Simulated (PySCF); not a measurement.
Ge(NH2)(SH), H3GeNS, SMILES [NH2][Ge][SH] at its CAM-B3LYP/def2-SVP optimised geometry (Å):

```
6

Ge    -0.6402    -0.5713     0.0000
N     -0.8059     1.2331     0.0000
H     -1.7216     1.6707     0.0002
H     -0.0531     1.9155    -0.0002
S      1.6206    -0.5713     0.0000
H      1.7216    -1.9155     0.0007
```

Method: CAM-B3LYP/def2-TZVP in PySCF 2.14.0. Cells within 0.4 Å of a nucleus heavier than hydrogen are left out (blank, or x).

Map of the Laplacian of the electron density (e/bohr⁵), clipped to [-1.50, 1.50] on the plane z = 0.0 Å:

```
|555555555555555555555555555|
|555555555555555555555555555|
|555555555555555555555555555|
|555555555555555555555555555|
|555555555555555555555555555|
|555555555555555555555555555|
|555555555555535555555555555|
|555555522564005555555555555|
|5555555000xx145555555555555|
|5555555540xx455555555555555|
|5555555565xx555555555555555|
|555555555544555555555555555|
|555555555556555555555555555|
|555555555799965544854555555|
|5555555559xx995439xx5455555|
|5555555559xxx9543xxx9455555|
|55555555599x995549x95555555|
|555555555599955554434555555|
|555555555555555555335555555|
|555555555555555555005555555|
|555555555555555555445555555|
|555555555555555555555555555|
|555555555555555555555555555|
|555555555555555555555555555|
|555555555555555555555555555|
|555555555555555555555555555|
|555555555555555555555555555|
```
Scale: ten equal steps from -1.50 (start of '0') to 1.50 (end of '9'), in the order '0123456789'; x runs from -4.00 to 4.00, y from -4.00 (bottom) to 4.00 (top).
